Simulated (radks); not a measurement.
Results of a calculation; reference values are marked as such.
These are the eigenvalues of the occupied orbitals of an atom or ion with whole-number occupations (hartree). Code: a radial shooting solver on a logarithmic mesh with Libxc functionals. Model: Dirac Kohn-Sham, PBEsol, spin-unpolarised, spherical densities, finite nucleus; Fermi nuclear charge, rms radius of each element as measured or else 0.836 A^(1/3) + 0.57 fm.

| orbital | eigenvalue |
|---|---|
| 1s1/2 | -1211.294 |
| 2s1/2 | -187.7158 |
| 2p1/2 | -176.1982 |
| 2p3/2 | -165.2290 |
| 3s1/2 | -38.43820 |
| 3p1/2 | -33.67480 |
| 3p3/2 | -31.60966 |
| 3d3/2 | -23.20998 |
| 3d5/2 | -22.77537 |
| 4s1/2 | -7.26282 |
| 4p1/2 | -5.59161 |
| 4p3/2 | -5.18145 |
| 4d3/2 | -2.48170 |
| 4d5/2 | -2.41593 |
| 5s1/2 | -1.04487 |
| 5p1/2 | -0.65046 |
| 5p3/2 | -0.60250 |

Which element is it, and in what charge state? The configuration may be excited. Open shells, if any, are shared by 2j + 1.

Answer. Z = 53, iodine, charge +1: I+ in [Kr] 4d9 5s2 5p5. The list shows which subshells hold electrons but not how many an open one holds; the 1s level, -1211.3 hartree, gives Z - s = 49.2 by -(Z - s)^2/2, which with screening and relativity narrows Z to a few neighbours, and the depths of the outer levels then fix element, charge and occupations together.
